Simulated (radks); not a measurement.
Task: The mean radii <r> (bohr) of the occupied orbitals of an atom or ion are listed with their occupations. Calculated with a radial shooting solver on a logarithmic mesh with Libxc functionals: non-relativistic Kohn-Sham, PBE, spin-polarised, spherical densities, point nucleus.

| orbital | occ. | <r> |
|---|---|---|
| 1s up | 1 | 0.1040 |
| 1s down | 1 | 0.1040 |
| 2s up | 1 | 0.5194 |
| 2s down | 1 | 0.5187 |
| 2p up | 3 | 0.4821 |
| 2p down | 3 | 0.4811 |
| 3s up | 1 | 1.597 |

Name the element and its charge. Open shells, if any, are filled with parallel spins first.

Result: Z = 15, phosphorus, charge +4: P4+ in [Ne] 3s1. The 1s radius gives Z: for a bare nucleus <r> = 1.5/Z, 0.1 bohr for Z = 15, and screening makes it slightly larger (0.1040 here). The occupations add up to 11, and the charge is Z minus that.
